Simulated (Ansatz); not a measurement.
Job for Ansatz (a program for electronic structure): R-wB97M-V/def2-TZVPP on C4H10 (SMILES CCCC).

Ansatz 0.2 input:
```yaml
crystal:
  periodic: [false, false, false]
  atoms:
    - {symbol: C, position_ang: [-1.60541469, 0.23937861, 0.32910583]}
    - {symbol: C, position_ang: [-0.61963449, -0.03080970, -0.80590989]}
    - {symbol: C, position_ang: [0.70744163, -0.64215771, -0.34861863]}
    - {symbol: C, position_ang: [1.53862725, 0.27244515, 0.54896689]}
    - {symbol: H, position_ang: [-1.21828085, 0.97524077, 1.03580415]}
    - {symbol: H, position_ang: [-1.81788607, -0.67613980, 0.88750238]}
    - {symbol: H, position_ang: [-2.55295905, 0.62151231, -0.05504886]}
    - {symbol: H, position_ang: [-1.08615612, -0.70426499, -1.53071516]}
    - {symbol: H, position_ang: [-0.41720459, 0.90215364, -1.34297311]}
    - {symbol: H, position_ang: [1.29627718, -0.90604434, -1.23188653]}
    - {symbol: H, position_ang: [0.50598520, -1.58260528, 0.17560412]}
    - {symbol: H, position_ang: [2.49634900, -0.18702123, 0.80016768]}
    - {symbol: H, position_ang: [1.02652663, 0.49484020, 1.48656146]}
    - {symbol: H, position_ang: [1.74632897, 1.22347236, 0.05143967]}
basis:
  gaussian:
    orbitals: def2-TZVPP
hamiltonian:
  xc: {name: wB97M-V}
scf: {lower_state_search: off}
```

The head of its log:

```
WARN ansatz: RAYON_NUM_THREADS=2 ignored (pool sized by the plan → 2); use --threads N
Functional definition: wB97M-V
these checks for a lower state are left out or cut short: stability, starts, cluster_reference, orbital_swaps, neighbouring_geometries, increment
integrals: 0.22 GiB planned
1310 factors; their error is unknown
integrals: 0.26 GiB planned
366 factors; integrals over basis functions are off by at most 9.7e-6 eV
mean field: 2.06 GiB planned
mean field evaluation 1: about -4304.3941 eV, gradient 5.1e1 eV
mean field evaluation 2: about -4306.8176 eV, gradient 4.0e1 eV
```

Q: Give the final energy of this run.

A: -158.4039 hartree.
